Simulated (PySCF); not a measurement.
## Magnetisability: `BP[SiH2]O[SiH3]`, BH8OPSi2

Geometry (Å), atoms numbered from 1 in this order:
```xyz
13

B     2.925    0.271    0.367
P     1.240    0.906   -0.044
Si    0.096   -0.773   -0.988
O    -1.530   -0.478   -0.901
Si   -2.711    0.102    0.117
H     3.890    0.982    0.245
H     3.015   -0.819    0.877
H     1.373    1.913   -1.033
H     0.435   -0.943   -2.427
H     0.467   -1.982   -0.198
H    -3.982    0.177   -0.654
H    -2.338    1.460    0.612
H    -2.882   -0.816    1.283
```

The calculation used GIAO B3LYP/IGLO-II magnetisability, rotational g tensor and spin-rotation constants, non-relativistic, gas phase (PySCF 2.14.0). Geometry: PBE0-D3(BJ)/def2-SVP.

Question: How diamagnetic is it, and how anisotropic?

Answer: Isotropic -1020 × 10⁻³⁰ J/T², or -61.4 × 10⁻⁶ cm³/mol; principal values -1213, -1006, -842 × 10⁻³⁰ J/T², anisotropy 322 × 10⁻³⁰ J/T² (root of half the summed squared differences of the principal values). The susceptibility is in cgs units.

Question: Split it along the inertial axes a, b, c into diamagnetic and paramagnetic parts about the centre of mass, with the quadrupole moment.

Answer: 
```csv
axis,χ (10⁻⁶ cm³/mol),diamagnetic (10⁻⁶ cm³/mol),paramagnetic (10⁻⁶ cm³/mol),summed x² of all electrons (Å²),quadrupole Θ (D Å)
a,-61.0,-348.4,287.4,254.8,-2.41
b,-67.6,-1192.3,1124.7,55.9,+0.87
c,-55.7,-1318.1,1262.4,26.2,+1.54
```
Anisotropies 2χaa − χbb − χcc = +1.3 and 2χbb − χaa − χcc = -18.5 × 10⁻⁶ cm³/mol. Θ is traceless in Buckingham's convention.

Question: And the rotational g tensor?

Answer: 
| axis | rotational constant (GHz) | g | nuclear part | electronic part |
| --- | --- | --- | --- | --- |
| a | 5.3487 | -0.0968 | 0.6254 | -0.7223 |
| b | 1.0979 | -0.0175 | 0.5627 | -0.5801 |
| c | 0.9750 | -0.0211 | 0.5571 | -0.5782 |

Asymmetric top; isotopes 11B, 1H, 16O, 31P, 28Si; no vibrational averaging.
